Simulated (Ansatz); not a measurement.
Geometry optimisation, DFT PBE, scalar-relativistic, plane waves, PAW (Ansatz 0.2.0).

input.yaml

```yaml
accuracy: low
crystal:
  lattice:
    - [5.48, 0.0, 0.0]
    - [-4.11, 7.118729, 0.0]
    - [0.0, 0.0, 4.32646]
  atoms:
    - { symbol: Os, position: [0.0, 0.0, 0.0] }
    - { symbol: Os, position: [0.1666667, 0.2222222, 0.5] }
    - { symbol: Os, position: [0.0, 0.3333333, 0.0] }
    - { symbol: Os, position: [0.1666667, 0.5555556, 0.5] }
    - { symbol: Os, position: [0.0, 0.6666667, 0.0] }
    - { symbol: Os, position: [0.1666667, 0.8888889, 0.5] }
    - { symbol: Os, position: [0.5, 0.0, 0.0] }
    - { symbol: Os, position: [0.6666667, 0.2222222, 0.5] }
    - { symbol: Os, position: [0.5, 0.3333333, 0.0] }
    - { symbol: Os, position: [0.6666667, 0.5555556, 0.5] }
    - { symbol: Os, position: [0.5, 0.6666667, 0.0] }
    - { symbol: Os, position: [0.6666667, 0.8888889, 0.5] }
    - { symbol: Li, position: [0.5023332, 0.3295966, 0.6233169] }
basis:
  ecutwfc: 420.0
kpoints:
  mp_grid: { grid: [2, 2, 3] }
hamiltonian:
  xc: pbe
scf:
  occupations: { method: fermi_dirac, width: 0.15 }
  lower_state_search: "off"
relax:
  f_tol: 0.08
  max_steps: 25
  adjacent_minimum: "off"
```

Run as:

```bash
$ ansatz run input.yaml --threads 2 --pin off --max-ram 5120MiB --backend cpu --events-out ev --progress --plain --runs-dir out
```

Where does it end, and by what steps?

The forces met the threshold. The threshold is loose, so the end isn't yet a minimum. The force dipped under the threshold on the way, but the program's further checks kept it going. Limits of this set-up: coarse k mesh, low accuracy level. After 13 steps the energy has fallen by 9.021 eV; Li13 moved furthest, 1.58 Å. The start is strongly strained (largest force component 13 eV/Å).

| step | energy less start (eV) | largest force component (eV/Å) | accepted |
| --- | --- | --- | --- |
| 0 | 0.0000 | 12.717 | yes |
| 1 | -4.8037 | 6.640 | yes |
| 2 | -6.5964 | 1.518 | yes |
| 3 | -6.8472 | 0.633 | yes |
| 4 | -7.0424 | 1.380 | yes |
| 5 | -7.3389 | 1.361 | yes |
| 6 | -7.7202 | 1.596 | yes |
| 7 | -8.1539 | 1.437 | yes |
| 8 | -8.5479 | 0.588 | yes |
| 9 | -8.8273 | 0.404 | yes |
| 10 | -8.9259 | 0.511 | yes |
| 11 | -9.0092 | 0.229 | yes |
| 12 | -9.0210 | 0.035 | yes |
| 13 | -9.0210 | 0.035 | yes |

```xyz
13
Lattice="5.4800 0.0000 0.0000 -4.1100 7.1187 0.0000 0.0000 0.0000 4.3265" Properties=species:S:1:pos:R:3
Os 0.112 -0.069 -0.090
Os 0.103 1.393 2.021
Os -1.355 2.242 0.057
Os -1.354 3.941 2.019
Os -2.624 4.719 -0.099
Os -2.631 6.269 2.155
Os 2.848 -0.066 -0.075
Os 2.837 1.483 2.179
Os 1.569 2.260 0.062
Os 1.569 3.960 2.021
Os 0.110 4.809 0.056
Os 0.106 6.269 2.167
Li 0.109 3.101 3.203
```

Whether the end is a true minimum wasn't checked by a vibrational analysis.

Run time: 79 s on 2 threads of Arm Neoverse V1, with other jobs on the host, peak memory 0.54 GiB.
